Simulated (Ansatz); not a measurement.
```yaml
crystal:
  periodic: [false, false, false]
  atoms:
    - {symbol: Si, position_ang: [-1.497087, 0.965465, -0.745508]}
    - {symbol: Ge, position_ang: [0.020102, -0.935082, -0.258259]}
    - {symbol: Ga, position_ang: [1.574552, -0.172910, 1.237855]}
    - {symbol: H, position_ang: [-2.502783, 0.174496, -1.894042]}
    - {symbol: H, position_ang: [-0.906841, 2.055970, -1.190836]}
    - {symbol: H, position_ang: [-2.046438, 1.370919, 0.591059]}
    - {symbol: H, position_ang: [0.561684, -1.649367, -1.633366]}
    - {symbol: H, position_ang: [-0.873030, -2.071074, 0.572041]}
    - {symbol: H, position_ang: [1.758940, -0.088161, 2.829430]}
    - {symbol: H, position_ang: [3.148142, 0.305711, 0.835765]}
basis:
  gaussian: {orbitals: 6-31G, final_grid: {core_spheres: 20, valence_spheres: 16, degree: 47}}
hamiltonian: {xc: {name: HSE06}, dispersion: d3bjatm}
relax: {f_tol: 0.001, max_steps: 1}
output: {forces: true}
```

```sh
$ ansatz run in.yaml --threads 2 --pin off --events-out ev --progress --plain --max-ram 31744MiB --backend cpu
```

It prints (some lines left out):

```
Functional definition: HSE06
963 factors; integrals over basis functions are off by at most 2.3e-4 eV
138 factors; integrals over basis functions are off by at most 1.9e-7 eV
mean field evaluation 1: about -116847.4435 eV, gradient 1.6e1 eV
mean field evaluation 2: about -116847.7669 eV, gradient 1.4e1 eV
mean field evaluation 4: about -116848.0056 eV, gradient 2.7e-1 eV
mean field evaluation 8: about -116848.0308 eV, gradient 3.4e-2 eV
mean field -116848.03080823 eV, -4294.0859297623 hartree, gradient 4.4e-5 eV, S^2 0.000000; 0 other end points of the search recorded, 0 dependent functions left out
reference -116848.03086738 eV, -4294.0859319361 hartree; 42, 42 occupied and 43, 43 virtual orbitals, 963 factors
relax step   1: F+E_penalty+E_count = -116848.20427348 eV  Δ(F+E_penalty+E_count) = +0.000e0 eV  max|allowed force component| = 5.735e0 eV/Å  Δτ_max = 0.0000 Å  (23 SCF iters, accepted)
Error: geometry relaxation did not converge after 1 steps: max|allowed force component| = 5.74e0 eV/Å (threshold 1.0e-3). Raise `relax.max_steps` over both its present limit and 1, loosen `relax.f_tol`, or start from a geometry closer to equilibrium. Where this run's directory can be resumed (`checkpoint.write`), a resume goes on for up to `relax.max_steps` more
```

(1) Something in this input is off. What?

## Answers

(1) The relaxation is allowed too few steps for its threshold. No converged result was reached.

HSE06 is defined as in plane-wave codes.
